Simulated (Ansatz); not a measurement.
Cs2Cl2⁻, relaxed as a doublet with UKS PBE-D4/def2-TZVPD in Ansatz, starting from the GFN1-xTB geometry. Force threshold 0.02 eV/Å.

In the def2 sets Cs takes a core potential; there is no spin–orbit coupling. The relaxation made no stability test and no search for a lower SCF solution. Another isomer (doublet) lies 0.58 eV lower at PBE0-D4/def2-TZVPD; other spin states weren't run for this one.

Start:

Cartesian coordinates in Å:
```
Cs -0.4027 -2.1896 0.0943
Cs 0.6942 2.1369 -0.1913
Cl -0.8992 -4.8350 1.0357
Cl 0.6077 4.8877 -0.9387
```

Q: Estimate the energy that the relaxation releases and the steps that it takes.

A: 0.27 eV, in 10 steps; 21 s on 4 threads of Arm Neoverse V2 on a shared host. The force fell under the threshold at step 6, but the optimiser went on. No frequencies were taken in this run, so the end may be a saddle point.

Q: Does the start keep its bonding?

A: By distances, no bond broke or formed, bridged metal pairs apart. The bond that changes most is Cs1–Cs2, from 4.47 to 5.67 Å (atoms count from 1). Metal–metal contacts that move far: Cs1–Cs2 4.47 to 5.67 Å.

Q: Predict the relaxed structure.

A: 
```tsv
atom	x (Å)	y (Å)	z (Å)
Cs1	-0.4771	-2.7522	0.4810
Cs2	0.4854	2.7511	-0.4838
Cl3	-0.9939	-5.7307	1.0235
Cl4	0.9857	5.7318	-1.0207
```
Bond lengths (bridged metal pairs left out): 2 × Cl–Cs 3.07 Å; 1 × Cs–Cs 5.67 Å.
